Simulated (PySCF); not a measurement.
PySCF 2.14 output of an unrestricted MN15 calculation on a single atom or ion in aug-cc-pCVQZ (10s9p7d5f3g, 134 functions), with the non-relativistic Hamiltonian (point nucleus):

```
SCF conv_tol = 1e-09
number electrons alpha = 5  beta = 5
    H. S. Yu, X. He, S. L. Li, and D. G. Truhlar.,  Chem. Sci. 7, 5032-5051 (2016)
    H. S. Yu, X. He, S. L. Li, and D. G. Truhlar.,  Chem. Sci. 7, 5032-5051 (2016)
cycle= 1 E= -199.195056250215  delta_E= -0.0406  |g|= 0.0742  |ddm|=  2.3
cycle= 2 E= -199.195190886424  delta_E= -0.000135  |g|= 0.00976  |ddm|= 0.0463
cycle= 3 E= -199.195196367249  delta_E= -5.48e-06  |g|= 0.00386  |ddm|= 0.0178
cycle= 4 E= -199.195197889416  delta_E= -1.52e-06  |g|= 0.000126  |ddm|= 0.00786
cycle= 5 E= -199.195197891477  delta_E= -2.06e-09  |g|= 7.79e-06  |ddm|= 0.000317
cycle= 6 E= -199.195197891483  delta_E= -6e-12  |g|= 2.15e-07  |ddm|= 2.19e-05
converged SCF energy = -199.195197891483  <S^2> = 8.8817842e-16  2S+1 = 1
```

The run itself started from symmetry-adapted Hartree-Fock orbitals and held the occupation by maximum overlap, on a logarithmic radial grid, so the iterations belong to that start.

Task: Which element, charge and spin multiplicity is this?

Result: Mg²⁺ (magnesium, charge +2), multiplicity 1; the state was [Ne], closed-shell 1S.
